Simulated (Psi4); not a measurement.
HgI, doublet, at a GFN2-xTB geometry (such geometries of metal compounds can be far from the true shape) (the spin is typed, not shown lowest) (core potentials on Hg, I). Base run: TPSS/def2-SV(P) in Psi4.

Geometry (Å):
```xyz
2

Hg     0.0000     0.0000    -1.1847
I      0.0000     0.0000     1.7882
```
Charge 0, spin multiplicity 2.
Orbitals are unrestricted.
All else is at Psi4's defaults (density fitting).

The base run was repeated with changes; each row names its change, and settings that it needs were set with it.

```tsv
change	E (Eh)	dipole (D)	<S^2>
base	-451.05218	2.52	0.752
functional = pw6b95	-451.45710	2.42	0.754
functional = scan	-451.35517	2.39	0.755
functional = revpbe	-451.32983	2.34	0.752
functional = hse06	-451.21076	2.53	0.755
functional = tpssh	-451.06419	2.62	0.754
functional = b3lyp	-451.35785	2.30	0.754
functional = m06	-451.29741	2.12	0.753
functional = svwn	-451.46306	2.20	0.751
functional = x3lyp	-451.22558	2.29	0.754
functional = wb97x-v	-451.14836	2.65	0.763
functional = bhhlyp	-451.02915	2.58	0.761
functional = mn15	-450.21208	1.77	0.758
```

Total energies compare only within one method and basis.

Open shells are given as the SCF converged; they aren't shown to be the lowest states, and a large step between rows can be another state.
